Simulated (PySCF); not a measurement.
Bonds (- single, = double, # triple, : aromatic): N1-Si2 1.731 Å, Si2-B3 2.020 Å, B3-Cl4 1.754 Å, B3-Cl5 1.750 Å. N1 carries H6, H7; Si2 carries H8, H9.

Calculated, not measured (PySCF 2.14): NMR shieldings at CAM-B3LYP/pcSseg-2/GIAO, geometry: PBE0-D3(BJ)/def2-SVP. One averaged value for each set of equivalent atoms, single conformer, non-relativistic, no solvent model.

δ = σ(ref) − σ, references computed at the same level: 1H, 29Si vs TMS; 15N against NH3; 11B vs BF3·OEt2; 35Cl against HCl.

```
  atoms  nucleus  count  δ (ppm)
     B3      11B      1     86.6
  H8/H9       1H      2        ?
    Si2     29Si      1    -62.3
Cl4/Cl5     35Cl      2      347
     N1      15N      1        ?
  H6/H7       1H      2     0.26
```

Task: Estimate the values marked ?.

Result: 
- H8/H9: 4.67 ppm, hydrogen on a silicon bonded to B, N
- N1: 1.2 ppm, nitrogen bonded to Si, 2 H

Exchangeable OH/NH protons stand at their gas-phase positions; hydrogen bonding in a real sample shifts them, mostly to higher δ. Experimental scales use liquid or dissolved standards, which lie at an offset from isolated NH3 (liquid NH3: subtract about 20 ppm).
